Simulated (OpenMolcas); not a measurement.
# Cl III: Slater's ratio, worked from levels

```
Program             : OpenMolcas
Basis               : ANO-R1 [4s3p1d]
Scalar Hamiltonian  : X2C, finite nucleus
Active space        : 5 electrons in 4 orbitals (3s 3p)
State averaging     : 2S+1 = 4 odd, 1 root; 2S+1 = 2 odd, 11 roots; 2S+1 = 4 even, 3 roots; 2S+1 = 2 even, 9 roots
Spin-orbit coupling : state interaction with AMFI integrals over the reference wave functions, term energies averaged over their components
```

Methods: CASSCF; MS-CASPT2, IPEA 0.25 Eh, imaginary shift 0.1 Eh (closed shells correlated: 2s 2p). Measured levels: Moore, Atomic Energy Levels, vol. I, NSRDS-NBS 35 (1971 reprint of NBS Circular 467, 1949).

**Slater's ratio.** With one set of orbitals, p3 has ²D° - ⁴S° = 9 F2 and ²P° - ²D° = 6 F2 (F2 = F²/25), a ratio of 2/3. Term energies are centres of gravity, weighted by 2J + 1.

```
   Source  ²D° - ⁴S°  ²P° - ⁴S°  F2 from the first  Ratio
   CASSCF      22539      31201               2504  0.384
MS-CASPT2      20572      31777               2286  0.545
 measured      18093      29875               2010  0.651
```

Energies in cm-1. A ratio away from 2/3 shows effects beyond one configuration with one set of orbitals, and in heavier atoms second-order spin-orbit shifts. In CASSCF the valence s occupation is 1.95 in ²P° against 2.00 in ²D°: mixing out of s² acts most on ²P° and pulls it down.

Term energies are means over components that CASPT2 splits; among the terms shown or strongly mixed into the levels shown the widest spread is 860 cm-1 (3s² 3p³ ²D°, MS-CASPT2). Over all roots computed the reference weight is 0.87 to 0.97 in MS-CASPT2; the roots of lowest weight are the least certain, and an intruder state may touch them. Measured partners are found by configuration, term and J. A level has none where our copy of the source lacks it or the pairing is in doubt (some pairs that miss far off the trend of their configuration count as doubtful), and it then counts in no deviation. Only configurations of the active space appear.

° marks odd parity.
